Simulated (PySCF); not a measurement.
Working out the ionisation energy of Ru

Ru [Kr] 4d7 5s1 (5F) → Ru⁺ [Kr] 4d7 (4F). All numbers are calculated (PySCF 2.14, the spin-free X2C one-electron Hamiltonian (Gaussian nucleus), in x2c-QZVPPall (13s8p7d4f2g, 118 functions)). Frozen: [Ar] 3d10. Energies in hartree (1 hartree = 27.21139 eV):

```csv
part,Ru (lower),Ru⁺ (upper)
UHF,-4528.042974,-4527.811648
MP2 opposite-spin,-0.349303,-0.330704
MP2 same-spin,-0.173888,-0.151478
```

Task: What does Hartree-Fock give?

Result: (-4527.811648) − (-4528.042974) = 0.231326 hartree = 6.295 eV.

Task: What do MP2 and SCS-MP2 (6/5 opposite-spin, 1/3 same-spin) give?

Result: The opposite-spin parts differ by 0.506 eV and the same-spin parts by 0.610 eV. MP2: 6.295 + (0.506) + (0.610) = 7.411 eV. SCS-MP2: 6.295 + 1.2 × (0.506) + (0.610)/3 = 7.106 eV.

Measured between the centres of the two terms (NIST): 7.365 eV, so MP2 (valence and next inner shell) is off by 0.046 eV.

What remains against the reference includes basis incompleteness, the frozen core and correlation beyond second order.
